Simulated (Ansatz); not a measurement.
Species: sum formula Si$_{2}$H$_{3}$Cl$_{3}$ (charge 0, singlet). 
Structure (B3LYP-D3(BJ)/def2-TZVP (Ansatz, a quantum-chemistry and plane-wave program) minimum search):
SMILES: [SiH3][Si](Cl)(Cl)Cl
```xyz
8

Si    -2.2044     0.1564    -0.5742
Si     0.0475    -0.0034     0.0124
Cl     0.9774    -1.4810    -1.0731
Cl     0.2477    -0.4492     2.0093
Cl     1.0201     1.7710    -0.3513
H     -2.8575    -1.1389    -0.2842
H     -2.8218     1.2369     0.2256
H     -2.2920     0.4675    -2.0178
```

Quantity: vertical ionisation energy (to the doublet state of charge +1; each state is the SCF solution reached for its spin; the molecule has degenerate orbitals, so one determinant may break the symmetry), in eV. Correlated levels leave the core frozen unless marked. Open shells are spin-unrestricted. No spin-orbit coupling. Non-relativistic. CBS(X,Y): correlation extrapolated as X^-3; Hartree-Fock from the larger set. The bracket is a focal-point correction in the basis named.

```tsv
level	program	vertical ionisation energy (eV)
HF/aug-cc-pV(D+d)Z	Ansatz	10.32
SVWN5/def2-TZVPD	Ansatz	10.18
BHLYP/def2-TZVPD	Ansatz	10.65
CAM-B3LYP/def2-TZVPD	Ansatz	10.64
MP2/aug-cc-pV(T+d)Z	Ansatz	10.75
RI-MP2/aug-cc-pV(T+d)Z	Ansatz	10.75
RI-MP2/aug-cc-pV(Q+d)Z	Ansatz	10.83
CCSD(T)/aug-cc-pV(D+d)Z	Ansatz	10.57
RI-MP2/CBS(aug-cc-pV(T+d)Z,aug-cc-pV(Q+d)Z)+[CCSD(T)-MP2]/aug-cc-pV(D+d)Z	Ansatz	10.80
RI-MP2/CBS(aug-cc-pV(T+d)Z,aug-cc-pV(Q+d)Z)+[CCSD(T)-MP2]/aug-cc-pV(T+d)Z	Ansatz	10.82
```
